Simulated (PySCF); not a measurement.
Species: (H2B-mu-SH)3.
Bonds: B1–S4, B1–S12, S4–B5, B5–S8, S8–B9, B9–S12. Hydrogens: H2, H3 on B1; H13 on S4; H6, H7 on B5; H14 on S8; H10, H11 on B9; H15 on S12.

A linear-response calculation (PySCF, def2-SVPD basis, gas phase, vertical, core orbitals frozen in the response) gave these numbers; the functional is withheld.

Orbital energies (eV): HOMO-3 -10.19, HOMO-2 -9.81, HOMO-1 -9.76, HOMO -9.35, LUMO 0.17, LUMO+1 0.69, LUMO+2 0.84.

| state | E (eV) | f | main configurations (H = HOMO, L = LUMO) |
| --- | --- | --- | --- |
| S1 | 6.44 | 0.0004 | H→L (79%) |
| S2 | 6.77 | 0.0007 | H-2→L (66%), H→L+2 (9%) |
| S3 | 6.90 | 0.0019 | H-1→L (68%), H→L+1 (8%) |
| S4 | 7.17 | 0.0082 | H→L+1 (48%), H-1→L+1 (17%), H-1→L (9%) |
| S5 | 7.33 | 0.0055 | H-3→L (46%), H→L+2 (22%), H-2→L (14%) |
| S6 | 7.56 | 0.025 | H→L+2 (42%), H-3→L (17%), H→L+5 (10%) |

Triplets, Tamm–Dancoff:

```json
{"state": "T1", "E (eV)": "5.98", "λ (nm)": "207.3", "main configurations (H = HOMO, L = LUMO)": "H→L (60%), H-1→L (11%)"}
{"state": "T2", "E (eV)": "6.24", "λ (nm)": "198.7", "main configurations (H = HOMO, L = LUMO)": "H-2→L (49%), H-3→L (10%)"}
{"state": "T3", "E (eV)": "6.47", "λ (nm)": "191.5", "main configurations (H = HOMO, L = LUMO)": "H-1→L (35%), H→L+1 (18%), H→L (11%)"}
{"state": "T4", "E (eV)": "6.75", "λ (nm)": "183.7", "main configurations (H = HOMO, L = LUMO)": "H-1→L (26%), H→L+1 (22%), H-1→L+1 (12%)"}
```

Vertical ionisation energy by ΔSCF with the same functional: 10.08 eV. Mean static polarisability: 107.1 au.

Problem. Which of these was used?
A. PBE
B. B3LYP
C. HF
D. CAM-B3LYP

Solution. D. CAM-B3LYP is range-separated, 19% exact exchange at short range and 65% at long range (ω = 0.33 bohr⁻¹). In this run −ε(HOMO) = 9.35 eV differs from the ΔSCF value by -0.73 eV, and S1 differs from the orbital gap of 9.51 eV by -3.07 eV. The ratio −ε(HOMO)/IP is 0.93. Small neutral molecules mostly give 0.85 to 0.93 with CAM-B3LYP, 0.5 to 0.7 with PBE, 0.67 to 0.83 with B3LYP; with Hartree–Fock the ratio is 1 or more (Koopmans' value less the relaxation energy is the ΔSCF value). The other options: PBE, a GGA without exact exchange; HF, time-dependent Hartree–Fock, 100% exact exchange; B3LYP, a global hybrid with 20% exact exchange.

Computed with PySCF 2.14.0, density-fitted response routines, TDDFT CAM-B3LYP/def2-SVPD, vertical, gas phase, core orbitals frozen in the response. One conformer (not necessarily the lowest) at the PBE0-D3(BJ)/def2-SVP geometry, without solvent, vibrations or thermal averaging.
